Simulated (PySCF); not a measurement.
Sb(F)3 cation (F3Sb), SMILES [F][Sb]([F])[F] (connectivity only; charge and spin as stated), charge +1, multiplicity 2.

Coordinates come from a B3LYP-D3(BJ)/def2-SVP optimisation. The spin state was assumed, not searched. The isomer is the one that the SMILES or the coordinates give; other isomers of the formula were not compared. The def2 effective core potentials stand for the cores of Sb; spin–orbit coupling is left out.

Computed with TDA-ωB97X/def2-SVPD run with PySCF.

Vertical excitations; the highest root listed may be one member of a degenerate set. 

```csv
state,energy (eV),λ (nm),f,main pairs
root 1,2.74,452,0.000,β HOMO→LUMO 97 %
root 2,2.87,432,0.000,"β HOMO−3→LUMO, β HOMO−1→LUMO (degenerate set)"
root 3,2.87,432,0.000,"β HOMO−4→LUMO, β HOMO−2→LUMO (degenerate set)"
root 4,3.18,390,0.014,"β HOMO−1→LUMO, β HOMO−3→LUMO, β HOMO−6→LUMO (degenerate set)"
root 5,3.18,390,0.014,"β HOMO−2→LUMO, β HOMO−4→LUMO, β HOMO−7→LUMO (degenerate set)"
root 6,3.91,317,0.016,β HOMO−5→LUMO 94 %
root 7,4.71,263,0.032,β HOMO−6→LUMO (degenerate set)
root 8,4.71,263,0.032,β HOMO−7→LUMO (degenerate set)
root 9,6.96,178,0.023,"α HOMO→LUMO 85 %, β HOMO−8→LUMO 11 %"
root 10,7.65,162,0.099,α HOMO→LUMO+1 90 %
```
Unrestricted roots are not spin-pure.
